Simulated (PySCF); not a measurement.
Computed shifts of a molecule C4H4ClF, PBE0/pcSseg-1 in PySCF, GIAO, gas phase, atoms alike by connectivity averaged where their shifts nearly agree, in ppm (number of nuclei): ¹³C: 204.5 (1), 148.5 (1), 119.1 (1), 23.2 (1). ¹⁹F: -105.6 (1). ¹H: 6.66 (1), 2.31 (3). References: ¹³C against TMS (σ = 186.3 ppm); ¹⁹F against CFCl3 (σ = 167.2 ppm); ³⁵Cl against HCl (σ = 945.9 ppm); ¹H against TMS (σ = 31.56 ppm), references at their B3LYP-D3(BJ)/def2-TZVP geometries, non-relativistic (without spin–orbit terms, shifts of atoms bonded to Cl or Br come out too high). Geometry optimised at B3LYP-D3(BJ)/def2-SVP. One conformer was computed; it need not be the lowest.

Q: Identify the compound among the candidates.
A) C=C(F)C(=C)Cl
B) F[C@H]1C=C(Cl)C1
C) C=C=C(F)CCl
D) CC=C=C(F)Cl

A: D, CC=C=C(F)Cl
